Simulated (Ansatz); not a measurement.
A nudged elastic band was laid between two geometries of CH5FSi2Zn (10 atoms, charge 0, multiplicity 1).

Method: Ansatz 0.2.0, RKS PBE0-D4/def2-SVP.

* movable images: 9
* climbing image: yes
* spring: 5.0 eV/Å²
* optimiser: quadratic models (default)
* start path: through a guess of the saddle point
* force threshold: 0.05 eV/Å
* iteration limit: 45
* end points: relaxed

Initial state:

```xyz
10
Properties=species:S:1:pos:R:3
F -1.988 0.858 0.174
Si -0.350 0.711 0.154
Si 0.081 -1.277 1.362
C 0.257 0.975 -1.670
Zn 0.513 2.704 -0.685
H -0.396 -1.164 2.776
H 1.562 -1.494 1.375
H -0.567 -2.469 0.724
H 1.301 0.594 -1.724
H -0.329 0.510 -2.482
```

Final state:

```xyz
10
Properties=species:S:1:pos:R:3
F -2.041 0.960 -0.124
Si -0.548 0.371 -0.413
Si 0.148 -1.071 1.271
C 0.116 0.408 -1.985
Zn 0.635 2.409 1.313
H -0.320 -0.538 2.586
H 1.642 -1.061 1.236
H -0.353 -2.467 1.087
H 1.101 -0.042 -2.145
H -0.296 0.979 -2.822
```

(1) What changes between the two ends?

(2) What energy profile does the band end with?

(3) What is the geometry of the highest image?

(4) What are the harmonic wavenumbers there?

Answers

(1) Bonds broken: C4–Zn5. CH5FSi2Zn becomes CH5FSi2 + Zn.

(2) The run converged. The highest image is number 2 of 0 to 10, 0.109 eV above the first end and 1.057 eV above the last; the last end lies 0.948 eV below the first. A vibrational analysis at the climbing image gives one clearly imaginary mode, 211i cm⁻¹: a first-order saddle point. The orbitals stay closed-shell, which can raise the energy where a bond breaks towards radicals; this wasn't checked here.

| image | path coordinate (Å) | energy (eV) | C4–Zn5 (Å) |
| --- | --- | --- | --- |
| 0 | 0.00 | 0.000 | 2.01 |
| 1 | 0.49 | 0.020 | 2.03 |
| 2 | 0.98 | 0.109 | 2.25 |
| 3 | 1.31 | -0.117 | 2.61 |
| 4 | 1.63 | -0.503 | 2.97 |
| 5 | 1.96 | -0.690 | 3.25 |
| 6 | 2.29 | -0.792 | 3.44 |
| 7 | 2.62 | -0.861 | 3.57 |
| 8 | 2.94 | -0.911 | 3.69 |
| 9 | 3.27 | -0.941 | 3.80 |
| 10 | 3.60 | -0.948 | 3.89 |

(3) 
```xyz
10
Properties=species:S:1:pos:R:3:forces:R:3
F -1.978 0.687 0.041 0.00 0.00 0.00
Si -0.374 0.440 -0.145 0.00 0.00 0.00
Si 0.077 -1.291 1.403 0.00 0.00 0.00
C 0.196 1.004 -1.761 0.00 0.00 0.00
Zn 0.677 2.574 -0.217 0.00 0.00 0.00
H -0.363 -0.860 2.765 0.00 0.00 0.00
H 1.552 -1.531 1.412 0.00 0.00 0.00
H -0.623 -2.563 1.030 0.00 0.00 0.00
H 1.283 0.820 -1.875 0.00 0.00 0.00
H -0.364 0.671 -2.652 0.00 0.00 0.00
```

(4) 211i, 93, 94, 137, 154, 232, 277, 366, 421, 463, 503, 611, 738, 787, 843, 895, 922, 928, 1322, 2203, 2230, 2238, 3032, 3137 cm⁻¹.

Time of the run: 18 min on 2 threads of Arm Neoverse N1, with other jobs on the host, peak memory 0.37 GiB.
